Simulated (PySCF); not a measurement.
C₆ coefficients of unlike pairs at UHF

Calculated with PySCF 2.14 from the dipole response of each species, C₆(A,B) = (3/π) ∫ α_A(iu) α_B(iu) du, in atomic units, from isotropic polarisabilities. For ions this is the dispersion term alone; charge-induced terms of lower order in 1/R come first.

```
species           configuration                                                                            basis      relativity  α (bohr³)  C₆ (like pair)
    I³⁺  [Kr] 4d10 5s2 5p2 (3P)     x2c-TZVPPall with one added diffuse shell each of s, p, d, f type (9s7p5d3f)   spin-free X2C      10.58           60.34
    Ar⁺       [Ne] 3s2 3p5 (2P)  aug-cc-pV(T+d)Z with one added diffuse shell each of s, p, d, f type (7s6p5d3f)            none      6.805           30.62
   Ar²⁺       [Ne] 3s2 3p4 (3P)                                                             dyall-av2z (13s9p2d)            none      4.725           17.00
      W  [Xe] 4f14 5d4 6s2 (5D)                                          aug-cc-pVDZ-PP with ECP60MDF (5s5p4d2f)  core potential      100.1            1228
```

(1) Estimate C₆ for W with I³⁺.

No spin-orbit coupling is included.

The other pairs:

```tsv
pair	C₆
W, Ar⁺	158.3
W, Ar²⁺	113.8
Ar²⁺, I³⁺	31.69
Ar²⁺, Ar⁺	22.76
Ar⁺, I³⁺	42.79
```

Results:

(1) The integral gives 231.6. The combination rule 2 C_A C_B / (C_A α_B/α_A + C_B α_A/α_B) gives 211.5 and the geometric mean 272.3.
